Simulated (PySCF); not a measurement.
**Energy of W²⁺ (tungsten, charge +2) between two integer charges**

The 5d alpha orbital of [Xe] 4f14 5d4 is emptied in steps (occupation f), with all orbitals relaxed, ending at [Xe] 4f14 5d3. All numbers are calculated (PySCF 2.14, scalar relativity through the core potential, in aug-cc-pVTZ-PP with ECP60MDF (6s6p5d3f2g, 88 functions)). The exact energy is a straight line in f; departures are measured from the line between the end points of the same method.

```tsv
f	UHF (eV)	LDA (eV)	PBE (eV)
1	0.000	0.000	0.000
0.8	0.128	-0.872	-0.858
0.6	0.187	-1.319	-1.294
0.4	0.183	-1.327	-1.299
0.2	0.119	-0.889	-0.868
0	0.000	0.000	0.000
```

| method | E(f=0) − E(f=1) (eV) | −ε at f=1 (eV) | −ε at f=0.4 (eV) |
| --- | --- | --- | --- |
| UHF | 24.751 | 25.568 | 24.578 |
| LDA | 26.298 | 20.913 | 27.366 |
| PBE | 26.063 | 20.738 | 27.125 |

Orbital energy along the path (eV):

```
  f      UHF      LDA      PBE
  1  -25.568  -20.913  -20.738
0.8  -25.215  -22.986  -22.818
0.6  -24.886  -25.149  -24.957
0.4  -24.578  -27.366  -27.125
0.2  -24.290  -29.614  -29.308
  0  -24.019  -31.873  -31.505
```

Reference removal energy between the ground levels: 26 ± 0.4 eV (semi-empirical (NIST evaluation); NIST Atomic Spectra Database, ionization energies). The calculation has no spin-orbit coupling. The determinant left behind need not be the lowest term of the ion. UHF lacks correlation.
